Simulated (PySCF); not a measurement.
NICS in isomers of C6H8NPS.

Probes without a nucleus sit at each ring's centroid and 1 Å off its mean plane on both sides; NICS is minus the shielding there, NICSzz its component along the normal. Level: GIAO PBE0/pcSseg-1 (PySCF, non-relativistic, gas phase) on the GFN2-xTB geometries, one conformer each. Atom numbers follow the mapped SMILES.

Task: Order these rings by mean NICS(1)zz, lowest (most negative) first (ppm).
A. ring C3–C4–C5–N6–C7–P9 in `[CH3:1][S:2][c:3]1[cH:4][cH:5][n:6][c:7]([CH3:8])[p:9]1`
B. ring C4–C5–C6–C7–C8–N9 in `[CH3:1][P@@H:2](=[S:3])[c:4]1[cH:5][cH:6][cH:7][cH:8][n:9]1`
C. ring C3–N4–C5–C6–C8–P9 in `[CH3:1][S:2][c:3]1[n:4][cH:5][c:6]([CH3:7])[cH:8][p:9]1`

Result: B (-28.3), A (-22.2), C (-20.7).

```json
{"SMILES": "C[P@@H](=S)c1ccccn1", "ring": "6-membered ring with N; formal bonds all aromatic", "NICS(0)": "-7.3", "NICS(1)": "-11.5", "NICS(1)zz": "-28.3", "HOMA": "1.00", "rms pucker (Å)": "0.00", "ring atoms with four or more neighbours": "0"}
{"SMILES": "CSc1ccnc(C)p1", "ring": "6-membered ring with N and P; formal bonds all aromatic", "NICS(0)": "-5.7", "NICS(1)": "-9.5", "NICS(1)zz": "-22.2", "HOMA": "0.84", "rms pucker (Å)": "0.00", "ring atoms with four or more neighbours": "0"}
{"SMILES": "CSc1ncc(C)cp1", "ring": "6-membered ring with N and P; formal bonds all aromatic", "NICS(0)": "-5.0", "NICS(1)": "-9.0", "NICS(1)zz": "-20.7", "HOMA": "0.87", "rms pucker (Å)": "0.00", "ring atoms with four or more neighbours": "0"}
```

NICS(0) gives the same order. The isotropic NICS(1) gives the same order. HOMA uses Krygowski's 1993 parameters. NICS(1) and NICS(1)zz are means over the two faces.
